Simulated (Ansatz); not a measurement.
Basis-set extrapolation for C$_{3}$H$_{8}$Si$_{2}$ (`C=C1C[SiH]1[SiH3]`) (PBE0-D4/def2-TZVP geometry, frozen core, the Gaussian-basis code of Ansatz). Multiplicity 1, RHF reference.

```tsv
	def2-TZVPP	def2-QZVPP
HF	-696.106687	-696.129534
MP2 correlation	-0.736212	-0.784640
CCSD(T) correlation	-0.831714	not run
```

Energies in hartree. Use E(X) = E(∞) + A·exp(−7.88·√X) for Hartree–Fock and E(X) = E(∞) + B·X^(−2.97) for correlation, with X = 3 and 4, and add CCSD(T) minus MP2 of the smaller set to the MP2 limit.

Problem. What is the CCSD(T) energy at the basis-set limit?

Solution. HF limit: -696.129534 + (-0.022847) × 0.13774 = -696.13268. MP2 limit: -0.784640 + (-0.048428) × 0.74074 = -0.82051. Higher-order term: -0.831714 − (-0.736212) = -0.09550. Total: -697.04869 hartree, 289.6 kJ/mol below CCSD(T)/def2-TZVPP.
